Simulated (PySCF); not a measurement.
KN⁺ from Hartree–Fock to correlated methods

State: ⁴Σ⁻ (quartet), unpaired electrons σ ↑, π ↑↑. Set-up: PySCF, no relativity, basis sets K 6-31G(d,p), N 6-31G(d,p). De refers to K⁺ + N in their high-spin ground configurations, without counterpoise correction. The functionals are run spin-unrestricted. A positive dipole points towards N; it is taken about the centre of mass and depends on that origin.

```json
{"Level": "UHF", "Re (Å)": "3.284", "ωe (cm⁻¹)": "73.7", "De (eV)": "0.068", "μ (D)": "-3.76", "CPU s a point (SCF and correlation, without the integrals)": "0.078"}
{"Level": "UHF-MP2", "Re (Å)": "3.201", "ωe (cm⁻¹)": "84.0", "De (eV)": "0.092", "μ (D)": "n/a", "CPU s a point (SCF and correlation, without the integrals)": "0.14"}
{"Level": "UHF-SCS-MP2", "Re (Å)": "3.219", "ωe (cm⁻¹)": "81.8", "De (eV)": "0.087", "μ (D)": "n/a", "CPU s a point (SCF and correlation, without the integrals)": "n/a"}
{"Level": "UHF-CCSD", "Re (Å)": "3.208", "ωe (cm⁻¹)": "84.2", "De (eV)": "0.095", "μ (D)": "n/a", "CPU s a point (SCF and correlation, without the integrals)": "n/a"}
{"Level": "UHF-CCSD(T)", "Re (Å)": "3.199", "ωe (cm⁻¹)": "85.5", "De (eV)": "0.098", "μ (D)": "n/a", "CPU s a point (SCF and correlation, without the integrals)": "2.9"}
{"Level": "PBE", "Re (Å)": "3.111", "ωe (cm⁻¹)": "95.5", "De (eV)": "0.142", "μ (D)": "-3.37", "CPU s a point (SCF and correlation, without the integrals)": "0.39"}
{"Level": "r²SCAN", "Re (Å)": "3.124", "ωe (cm⁻¹)": "92.1", "De (eV)": "0.102", "μ (D)": "-3.46", "CPU s a point (SCF and correlation, without the integrals)": "0.58"}
{"Level": "PBE0", "Re (Å)": "3.127", "ωe (cm⁻¹)": "90.4", "De (eV)": "0.112", "μ (D)": "-3.46", "CPU s a point (SCF and correlation, without the integrals)": "0.73"}
{"Level": "r²SCAN0", "Re (Å)": "3.117", "ωe (cm⁻¹)": "91.5", "De (eV)": "0.093", "μ (D)": "-3.48", "CPU s a point (SCF and correlation, without the integrals)": "0.62"}
{"Level": "MN15", "Re (Å)": "3.127", "ωe (cm⁻¹)": "95.7", "De (eV)": "0.120", "μ (D)": "-3.47", "CPU s a point (SCF and correlation, without the integrals)": "0.62"}
{"Level": "M06-2X", "Re (Å)": "3.012", "ωe (cm⁻¹)": "112", "De (eV)": "0.124", "μ (D)": "-3.34", "CPU s a point (SCF and correlation, without the integrals)": "0.59"}
{"Level": "LC-ωPBE", "Re (Å)": "3.186", "ωe (cm⁻¹)": "84.5", "De (eV)": "0.101", "μ (D)": "-3.57", "CPU s a point (SCF and correlation, without the integrals)": "0.6"}
```

Problem. Which functional lies closest to UHF-CCSD(T) in De, which farthest, and by how much do they differ from it?

Solution. Closest is LC-ωPBE (-1.3 pm in Re, -1.2 % in ωe, +0.00 eV in De against UHF-CCSD(T) in the same basis), farthest PBE (-8.8 pm in Re, +11.7 % in ωe, +0.04 eV in De). CCSD(T) converges more slowly with the basis than the functionals do and binds too weakly in this one, so the order can change at the basis-set limit.

Problem. What does the step from GGA to meta-GGA do here, going from PBE to r²SCAN?

Solution. r²SCAN less PBE: +1.3 pm in Re, -3.6 % in ωe, -0.04 eV in De. 

Problem. What does a quarter of exact exchange do here, going from r²SCAN to r²SCAN0?

Solution. r²SCAN0 less r²SCAN: -0.7 pm in Re, -0.7 % in ωe, -0.01 eV in De. Exact exchange removes part of the self-interaction that spreads semilocal densities, and in most molecules shortens and stiffens the bond and lowers De; so it does here.

Correlated steps freeze 6 core orbitals. The bond is weak. Basis-set superposition, not corrected here, can be much of De in a small basis, most of all at correlated wavefunction levels. For an ion De counts to the pair picked by the measured ionisation energies or electron affinities, which need not be the lowest pair at this level. The state is the lowest determinant that a PBE0 search found; another state may lie lower at other levels.

The whole job (state search and all levels along the bond) took about 1.5 min on 1 thread of Arm Neoverse V1 (shared host), peak memory 0.54 GiB.
